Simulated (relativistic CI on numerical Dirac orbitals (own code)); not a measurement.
# Radial parameters of Ir XIV

These numbers are calculated, not measured: Dirac-Coulomb-Breit CI, orbitals from a KLI potential per configuration, model QED (radiative potential, 1s self-energy scaled to tabulated hydrogen-like ionisation energies), unscaled Slater integrals (own radial code, finite nucleus).

Slater integrals F^k, G^k are unscaled and averaged over j, outside the closed core [Kr] 4d10; ζ comes from projecting the Hamiltonian with its Breit term on Σ l·s of the shell.

- 4f14 5s2 5p2: F^2(5p,5p) = 107010, ζ(5p) = 95394 cm⁻¹; <r>(5p) = 1.001, <r^2>(5p) = 1.118 (bohr units).
- 4f14 5s 5p3: F^2(5p,5p) = 107050, G^1(5s,5p) = 139040, ζ(5p) = 94923 cm⁻¹; <r>(5s) = 0.9109, <r^2>(5s) = 0.924, <r>(5p) = 0.9999, <r^2>(5p) = 1.116 (bohr units).
- 4f13 5s2 5p3: ζ(4f) = 6961.6, F^2(5p,5p) = 107880, F^2(4f,5p) = 80139, G^2(4f,5p) = 29924, G^4(4f,5p) = 26003, ζ(5p) = 97921 cm⁻¹; <r>(4f) = 0.5059, <r^2>(4f) = 0.3053, <r>(5p) = 0.992, <r^2>(5p) = 1.099 (bohr units).

In this model ζ of a weakly bound d, f or g electron outside closed shells comes out too small, for d by up to a factor of two or three and at times with the wrong sign; that of an outer p electron is too small as well.

Averages of the first 10 configurations, taken without configuration mixing, which lowers the lowest level and can move excited configurations by several eV; other configurations of the list can lie among them:

```tsv
Configuration	Parity	States	Average energy above the lowest level (eV)
4f14 5s2 5p2	even	15	24.4
4f14 5s 5p3	odd	40	73.9
4f13 5s2 5p3	even	280	56.2
4f14 5s2 5p 5d	odd	60	91.0
4f14 5s 5p2 5d	even	300	138.6
4f14 5s2 5p 5f	even	84	155.4
4f13 5s2 5p2 5d	odd	2100	123.3
4f14 5s2 5p 5g	odd	108	198.5
4f14 5s2 5p 6s	odd	12	133.1
4f14 5s 5p2 5f	odd	420	203.5
```
